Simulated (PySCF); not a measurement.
All values below come from PBE-D3(BJ)/def2-TZVP // PBE-D3(BJ)/def2-SVP run with PySCF 2.14.0. Gas-phase values, no solvent. 

Reference species: [Ti(F)4] (neutral, multiplicity 1).

```yaml
mean_distance_from_the_central_atom_to_its_bonded_neighbours: 1.744 Å
coordination_number: 4
HOMO: -10.43 eV
HOMO–LUMO gap: 6.33 eV
```

Changed species: [Mo(=O)2(F)2] (M = Mo, dioxo; the reference has M = Ti).

Problem. Give the shifts of the mean distance from the central atom to its bonded neighbours, coordination number, HOMO and HOMO–LUMO gap.

Solution. the mean distance from the central atom to its bonded neighbours rises by 0.025 Å, to 1.769 Å; the coordination number hardly moves; the HOMO rises by 2.03 eV, to -8.40 eV; the HOMO–LUMO gap falls by 2.13 eV, to 4.20 eV.
